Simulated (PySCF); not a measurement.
## Do core-level shifts follow atomic charges?

Species: C4H11NOSi2.
Atom-mapped SMILES: `[CH3:1][C:2](=[O:3])[NH:4][CH:5]1[SiH2:6][CH2:7][SiH2:8]1`

Binding energies: delta-SCF UKS SCAN, pcX-2 on the ionised atom, pcseg-1 elsewhere, spin-free X2C (PySCF 2.14.0). Charges: PBE0/pcSseg-1 ground-state density, for the ionised atom.

```json
{"atom": "C7", "environment": "sp3 carbon bound to silicon", "C 1s (eV)": "289.15", "Mulliken (e)": "-0.809", "IAO (e)": "-0.838", "Hirshfeld (e)": "-0.260", "ESP (e)": "-0.775"}
{"atom": "C5", "environment": "sp3 carbon bound to nitrogen", "C 1s (eV)": "290.37", "Mulliken (e)": "-0.532", "IAO (e)": "-0.569", "Hirshfeld (e)": "-0.157", "ESP (e)": "-0.235"}
{"atom": "C1", "environment": "methyl carbon next to a carbonyl", "C 1s (eV)": "291.23", "Mulliken (e)": "-0.248", "IAO (e)": "-0.461", "Hirshfeld (e)": "-0.117", "ESP (e)": "-0.716"}
{"atom": "C2", "environment": "amide carbonyl carbon", "C 1s (eV)": "293.47", "Mulliken (e)": "+0.408", "IAO (e)": "+0.431", "Hirshfeld (e)": "+0.181", "ESP (e)": "+0.814"}
```

Task: Give the correlation coefficient and slope of binding energy on charge for each scheme.

Result: Mulliken: r = 1.00, slope 3.5 eV per e; Hirshfeld: r = 0.99, slope 9.5 eV per e; IAO: r = 0.98, slope 3.2 eV per e; ESP: r = 0.87, slope 2.1 eV per e. On 4 points no scheme stands out.

Task: The point-charge model writes a binding energy as kq + V + constant, with V the potential of the other atoms' charges at the site. What does it give with the ESP charges?

Result: V = Σ 14.40 eV Å × q/r over all other atoms: +9.37 eV at C7, +2.43 eV at C5, +10.92 eV at C1, -12.80 eV at C2. Fitting binding energy − V to q gives k = 16.8 eV per e and leaves an rms residual of 0.34 eV, against 0.79 eV for the fit on q alone. The model has no term for differences in relaxation between sites.

The structure is a single PBE0-D3(BJ)/def2-SVP conformer in the gas phase; no vibrational or solvent corrections.

The values belong to the conformer `[CH3:1][C:2](=[O:3])[NH:4][CH:5]1[SiH2:6][CH2:7][SiH2:8]1`: C1–C2–N4–C5 -179°, C2–N4–C5–Si6 19°.
